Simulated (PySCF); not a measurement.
2-chloroprop-1-ene (C3H5Cl), SMILES C=C(C)Cl. Atoms are numbered in the order given.

```xyz
9

C      1.3718    -0.9642     0.0000
C      0.1333    -0.4420     0.0000
C     -1.1578    -1.2004     0.0000
Cl    -0.0794     1.3057     0.0000
H      2.2681    -0.3289     0.0000
H      1.4997    -2.0571     0.0000
H     -1.7657    -0.9404     0.8914
H     -0.9708    -2.2915     0.0000
H     -1.7657    -0.9404    -0.8914
```

Geometry: PBE-D3(BJ)/def2-SVP.

Two levels are set side by side: PBE/pcSseg-1 (PySCF) and B3LYP/pcSseg-1 (PySCF). GIAO shifts against HCl (³⁵Cl), TMS (¹H), TMS (¹³C) at the same level; non-relativistic, no solvent, atoms listed together averaged. Without spin–orbit terms, shifts of atoms bonded to Cl or Br come out too high at both levels. Differences are taken from unrounded values.

```csv
quantity,B3LYP,PBE,PBE minus B3LYP
δ(¹³C) of C1 (ppm),123.4,120.7,-2.8
δ(¹³C) of C2 (ppm),161.5,158.2,-3.3
δ(¹³C) of C3 (ppm),32.8,33.1,0.3
δ(³⁵Cl) of Cl4 (ppm),285.0,309.9,24.9
"δ(¹H) of H5, H6 (ppm)",5.77,5.77,0.00
```

Rough cost on one machine, each run with all the roots and properties that it gave: B3LYP against PBE within a factor of 2.
